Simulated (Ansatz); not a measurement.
Ideal-gas functions of `[SiH3]Br` at 600 K and 1 bar, from an Ansatz frequency run at PBE0-D4/def2-TZVP.

Molar mass 111.01 g/mol, point group C3v (symmetry number 3), electronic degeneracy 1, moments of inertia 5.968, 118.425, 118.425 u Å². Harmonic wavenumbers (cm⁻¹, unscaled): 430, 624, 624, 924, 944, 944, 2248, 2263, 2263.

Use S(trans) = R[1.5 ln M + 2.5 ln T − 1.1517]; rotational temperatures θ = 24.2544 K / I; S(rot) = R[ln(√π/σ · √(T³/θAθBθC)) + 1.5]; for each mode x = 1.438777 ν̃/T, S = R[x/(eˣ − 1) − ln(1 − e⁻ˣ)] and H = RT x/(eˣ − 1); 1 cm⁻¹ = 0.0119627 kJ/mol; R = 8.31446 J/(mol·K).

By hand: the entropy, in J/(mol·K).

Translation 182.1. Rotation: θ = 4.0641, 0.2048, 0.2048 K, giving 95.2. Vibration, mode by mode: 8.42, 5.70, 5.70, 3.22, 3.10, 3.10, 0.24, 0.24, 0.24, in all 29.9. Electronic 0.0. Sum 307.2 J/(mol·K).

By hand: H − E and G − E in kJ/mol, counted from the electronic energy.

Zero-point energy ½ × 11264 × 0.0119627 = 67.4; thermal vibration 11.5; translation, rotation and pV give 4 RT = 20.0. H − E = 98.9 kJ/mol, and G − E = 98.9 − 600 × 307.2/1000 = -85.4 kJ/mol.

Vibration gives 10 % of the entropy.
